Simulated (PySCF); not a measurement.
A side-by-side comparison of computed properties.

First species: C₅H₁₀Se.
SMILES: `CC/C=C/[Se]C`

Second species: C5H10Se.
SMILES with atom numbers: `[CH3:1][CH2:2]/[CH:3]=[CH:4]\[Se:5][CH3:6]` (hydrogens: H7, H8, H9 on C1; H10, H11 on C2; H12 on C3; H13 on C4; H14, H15, H16 on C6)

Levels: CAM-B3LYP/def2-SVPD for dipole moment, HOMO energy, LUMO energy, HOMO–LUMO gap, static isotropic polarisability and electronic spatial extent ⟨r²⟩ about the centre of nuclear charge; TDDFT CAM-B3LYP/def2-SVPD for lowest singlet excitation; TDA CAM-B3LYP/def2-SVPD for lowest triplet excitation (Tamm–Dancoff); ΔSCF CAM-B3LYP/def2-SVPD for vertical ionisation energy; PBE0-D3(BJ)/def2-SVP for rotational constant A and rotational constant C. Geometries: PBE0-D3(BJ)/def2-SVP. All species are isolated and taken at one optimised geometry, non-relativistic unless stated; the electronic structure was computed with PySCF and density fitting.

The conformers computed, where there is a choice (atom-mapped SMILES and torsion angles):
- `[CH3:1][CH2:2]/[CH:3]=[CH:4]/[Se:5][CH3:6]`: C1–C2–C3–C4 116°, C3–C4–Se5–C6 1°
- `[CH3:1][CH2:2]/[CH:3]=[CH:4]\[Se:5][CH3:6]`: C1–C2–C3–C4 -119°, C3–C4–Se5–C6 178°

```csv
property,column X,column Y
dipole moment,1.38 D,1.05 D
HOMO energy,-7.05 eV,-7.01 eV
LUMO energy,0.87 eV,0.94 eV
HOMO–LUMO gap,7.92 eV,7.95 eV
lowest singlet excitation,4.68 eV,4.67 eV
lowest triplet excitation (Tamm–Dancoff),3.84 eV,3.78 eV
static isotropic polarisability,93.8 au,93.9 au
vertical ionisation energy,7.83 eV,7.78 eV
electronic spatial extent ⟨r²⟩ about the centre of nuclear charge,1388 bohr²,1252 bohr²
rotational constant A,5.996 GHz,6.448 GHz
rotational constant C,0.816 GHz,0.953 GHz
```

Question: Which column belongs to which species?

Answer: Column X is the first species and column Y the second. The first has 16 atoms and 74 electrons, the second 16 and 74.

Question: How does each property change from the first species to the second?

Answer: dipole moment -0.33 D; HOMO energy +0.04 eV; LUMO energy +0.07 eV; HOMO–LUMO gap +0.03 eV; lowest singlet excitation -0.01 eV; lowest triplet excitation (Tamm–Dancoff) -0.06 eV; static isotropic polarisability +0.1 au; vertical ionisation energy -0.05 eV; electronic spatial extent ⟨r²⟩ about the centre of nuclear charge -136 bohr²; rotational constant A +0.452 GHz; rotational constant C +0.137 GHz.

On the first: The ΔSCF ionisation energy exceeds −ε(HOMO) by 0.78 eV with CAM-B3LYP. S1 lies 3.24 eV below the HOMO–LUMO gap; its leading configuration is HOMO→LUMO, weight 0.80. The calculation is non-relativistic and has no spin–orbit coupling, an omission that weighs most on selenium.

On the second: S1 lies 3.28 eV below the HOMO–LUMO gap; its leading configuration is HOMO→LUMO, weight 0.69. The polarisability is 13.92 Å³ as a volume (1 au = 0.148185 Å³), or 1.27 au for each of the 74 electrons. The calculation is non-relativistic and has no spin–orbit coupling, an omission that weighs most on selenium.
